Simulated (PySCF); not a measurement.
Computed IR spectrum (relative IR intensity) of a molecule C₂H₆N₂OSi. Geometry: B3LYP-D3(BJ)/def2-SVP. One conformer was computed; it need not be the lowest. Calculation: B3LYP-D3(BJ)/def2-SVP (PySCF). Frequencies are harmonic and unscaled.

Lines under 2 % of the strongest are left out, and lines within 2 cm⁻¹ are merged.

ν (cm⁻¹): 448 (w), 571 (w), 646 (w), 777 (vw), 932 (m), 1152 (w), 1402 (vw), 2253 (w), 2260 (w), 2447 (vs), 2987 (w), 3058 (vw) (against the strongest line: vs over 80 %, s over 45 %, m over 15 %, w over 4 %, vw less)

Q: Which structure fits?
A. NC[Si@H]1N=CO1
B. C[Si@@H](N)N=C=O
C. CN[SiH2]N=C=O
D. CN[SiH2]OC#N

A: C, CN[SiH2]N=C=O
